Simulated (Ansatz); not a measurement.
Cartesian coordinates in Å:
```
C 0.348 -0.793 -0.684
Ge -0.292 0.537 0.542
F -2.012 0.542 0.603
F 0.186 0.169 2.154
Br 0.373 2.669 0.115
H 1.437 -0.797 -0.674
H -0.010 -0.560 -1.686
H -0.030 -1.766 -0.371
```

Total charge 0; spin multiplicity 1.

(1) List the r2SCAN/def2-TZVPP orbital energies in eV (Ansatz). (Best estimate.)

## Answers

(1) Computed: Occupied: -13122.39, -10836.33, -1695.61, -1526.37, -1526.31, -1526.31, -1351.26, -1201.34, -1201.32, -1201.29, -666.05, -666.05, -274.10, -235.26, -175.51, -175.28, -175.27, -169.61, -119.35, -119.33, -119.22, -69.34, -69.27, -69.27, -69.10, -69.10, -33.24, -32.94, -32.57, -32.53, -32.51, -30.63, -29.91, -20.61, -19.32, -14.35, -12.06, -11.77, -11.21, -11.19, -10.92, -10.22, -10.03, -9.98, -8.95, -8.06, -8.01. Lowest empty: -1.44, 0.23, 0.57, 1.17, 2.60, 2.66, 2.73, 3.95.
